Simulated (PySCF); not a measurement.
CH₂ClFO₂Si. Atoms are numbered in the order given.

```xyz
8

O      1.9625     0.3963     0.9174
C      2.0236    -0.2530    -0.0835
O      0.9544    -0.7602    -0.7413
Si    -0.6577    -0.5452    -0.3088
F     -0.9087    -1.1694     1.1527
Cl    -1.1538     1.4357    -0.2966
H      2.9595    -0.5302    -0.6113
H     -1.4346    -1.2897    -1.3062
```

Coordinates come from a B3LYP-D3(BJ)/def2-SVP optimisation. The structure was generated by enumeration; whether it is a known compound was not checked. One conformer was computed; it need not be the lowest.

Computed with PBE/def2-TZVP run with PySCF.

ESP charges are fitted to the potential on shells at 1.4 to 2.0 van der Waals radii. Atomic charges (e):

```tsv
atom	ESP fit	Löwdin	meta-Löwdin	Mulliken
O1	-0.40	0.15	-0.37	-0.22
C2	0.51	-0.47	0.39	0.16
O3	-0.30	0.16	-0.53	-0.24
Si4	0.34	-0.25	1.20	0.63
F5	-0.14	0.04	-0.46	-0.25
Cl6	-0.06	0.29	-0.24	-0.17
H7	0.04	0.12	0.11	0.10
H8	0.02	-0.03	-0.09	-0.01
```

Computed Mayer and Wiberg (Löwdin basis) orders of the bonds:
```
bond     Mayer  Wiberg
-------  -----  ------
O1–C2     2.11    2.82
C2–O3     1.11    1.72
O3–Si4    1.08    1.42
Si4–F5    1.19    1.77
Si4–Cl6   1.24    1.91
C2–H7     0.93    0.88
Si4–H8    0.93    0.92
```
